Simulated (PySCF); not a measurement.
Worked example: oscillator strength and radiative lifetime

Ge(F)3(OH) (F₃GeHO), SMILES [F][Ge]([OH])([F])[F].

Geometry: PBE-D3(BJ)/def2-SVP. This is a generated structure with no PubChem entry under its InChIKey; it may be hypothetical. Other conformers were not sampled.

PySCF 2.14.0 with TDA-PBE/def2-SVPD puts the first singlet state with f over 0.02 at 7.33 eV (vertical), with the transition dipole (-0.006, 0.512, 0.000) in atomic units.

### Question
Find the oscillator strength, the wavelength and the radiative lifetime that this transition would have in vacuum if emission retraced absorption.

### Answer

|μ|² = 0.2622 au, so |μ| = 1.30 D. ΔE = 7.33/27.211 = 0.2694 hartree. f = (2/3) ΔE |μ|² = 0.047 (the program prints 0.047).
λ = 1239.84/7.33 = 169 nm; ν = 59120 cm⁻¹.
Einstein's coefficient A = 0.6670 ν² f s⁻¹ (ν in cm⁻¹) = 1.1e8 s⁻¹, so τ = 1/A = 9.1 ns. This state is S3; the lower singlets have f = 0.017, 0.000. The figure is the radiative limit of this one transition; relaxation, internal conversion, crossing to triplets and a medium change what is measured.
